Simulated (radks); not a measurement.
Numerical settings for the molybdenum ion Mo3+, [Kr] 4d3. Calculated with a radial shooting solver on a logarithmic mesh with Libxc functionals: scalar-relativistic Kohn-Sham, BLYP, spin-unpolarised, spherical densities, point nucleus. The defaults (mesh step 0.008 in ln r, mesh end at 40 bohr or more with all orbitals vanishing there, Anderson mixing 0.5 over 9 steps, residual threshold near 1e-9 with the energy settled to 1e-9 hartree or 1e-11 of itself, here a cap of 83 iterations) give E = -4047.3517 hartree and 4d at -32.804 eV in 14 iterations. Run on one thread of a shared host, so times are rough (Intel(R) Xeon(R) 6975P-C): 0.08 s of CPU time, 0.08 s wall, 14 iterations on 2476 mesh points. Changes against that run (0 stands for a change within the tolerance of the run):

| setting | iterations | converged | E (mhartree) | e(4d) (meV) | CPU (s) |
|---|---|---|---|---|---|
| mesh step in ln r 0.005 | 14 | yes | 0 | 0 | 0.12 |
| mesh step in ln r 0.02 | 14 | yes | 0 | 0 | 0.04 |
| mesh step in ln r 0.12 | 2 | no | diverged | - | 0.01 |
| mesh end (bohr) 5 | 14 | yes | +3.46 | +131 | 0.08 |
| mesh end (bohr) 12 | 14 | yes | 0 | 0 | 0.08 |
| residual threshold 1e-16 | 83 | no | 0 | 0 | 0.21 |
| residual threshold 1e-13 | 20 | yes | 0 | 0 | 0.1 |
| mixing 1 | 11 | yes | 0 | 0 | 0.07 |
| linear mixing, mixing 1 | 83 | no | 0 | -0.0208 | 0.52 |
| linear mixing, mixing 0.2 | 83 | no | 0 | 0 | 0.35 |
| mixing history 20 | 17 | yes | 0 | 0 | 0.1 |
| iteration cap 8 | 8 | no | -0.000127 | -0.236 | 0.05 |

Settings that end as converged yet miss the energy by more than 1 mhartree: mesh end (bohr) 5 (+0.00346 hartree). A mesh that ends early acts as a hard wall.
